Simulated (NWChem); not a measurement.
# CH6AlNO; SMILES [CH3][Al]([NH2])[OH]

```xyz
10

Al    -0.0255     0.0347    -0.0002
C      0.3719    -1.8687     0.0001
H     -0.0737    -2.3597    -0.8808
H     -0.0640    -2.3566     0.8875
H      1.4518    -2.0846    -0.0053
O     -1.6698     0.5000     0.0000
H     -2.0224     1.3896     0.0008
N      1.2557     1.2648     0.0003
H      1.1301     2.2704    -0.0004
H      2.2463     1.0484    -0.0019
```
Atoms are numbered in this order, from 1.

Program: NWChem. The geometry was optimised at PBE0/def2-SVP. Ions are spin-unrestricted doublets at the neutral geometry; other ion states weren't tried.

### Question
Estimate the computed values for PBE0/def2-SVP. Quantities: vertical ionisation energy, ΔSCF (eV); −ε(HOMO) (eV).

### Answer
```json
{
  "vertical ionisation energy, ΔSCF (eV)": "9.47",
  "−ε(HOMO) (eV)": "6.99"
}
```
